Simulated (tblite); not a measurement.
C$_{2}$H$_{8}$AlO, charge +1, singlet, at a GFN2-xTB geometry (such geometries of metal compounds can be far from the true shape); GFN1-xTB in tblite 0.6.0.

Input for tblite:
```
$ tblite run mol.xyz --method gfn1 --charge 1 --spin 0 --efield 0,0,0.1 --json tblite.json --no-restart

# file mol.xyz
12

Al     0.21641865    -0.18066494     0.17099896
C      1.81494572     0.04273391    -0.95502778
H      2.67333236    -0.49931717    -0.54443806
H      2.11614400     1.09517569    -1.04160101
H      1.65906473    -0.33509978    -1.97423916
C     -0.93205662    -0.77976423     1.65262531
H     -1.78967520    -1.36770981     1.29955395
H     -1.33259592     0.06256565     2.23219209
H     -0.38141664    -1.41395978     2.35535038
O     -1.03159712     0.86117084    -0.81509626
H     -0.84262559     1.33721661    -1.63776425
H     -1.96022781     1.00258793    -0.57685548
```

Output, abridged:

```
xTB calculator
 | screened Coulomb repulsion
 | Coulomb electrostatics
 |  * isotropic Klopman-Ohno-Mataga-Nishimoto electrostatics
 |  * onsite third-order electrostatics
 | DFT-D3(BJ) dispersion correction
 | Interactions (1)
 | [1] electric field

halogen bonding energy    0.0000000000000E+00 Eh
repulsion energy          1.4596697206843E-01 Eh
dispersion energy        -3.0147183311452E-03 Eh
interaction energy        0.0000000000000E+00 Eh
number of electrons       2.4000000000000E+01 e
integral cutoff           4.0000000000000E+01 bohr

------------------------------------------------------------
  cycle        total energy    energy error   density error
------------------------------------------------------------
      1     -13.98333330188  -1.4126286E+01   3.7879371E-01
      2     -14.09286083651  -1.0952753E-01   1.8324830E-01
      3     -14.09739664925  -4.5358127E-03   5.7241892E-02
      4     -14.09771871327  -3.2206402E-04   1.1381134E-02
      5     -14.09786176849  -1.4305522E-04   2.8571222E-03
      6     -14.09786358763  -1.8191427E-06   6.2273215E-04
      7     -14.09786570125  -2.1136150E-06   1.2323545E-04
      8     -14.09786576796  -6.6708408E-08   4.2675361E-05
      9     -14.09786577411  -6.1539573E-09   2.0677906E-06
------------------------------------------------------------

electronic energy        -1.4240818027847E+01 Eh
total energy             -1.4097865774110E+01 Eh

Post processing:
 | Mayer-Wiberg bond orders

[Info] JSON dump of results written to 'tblite.json'
```
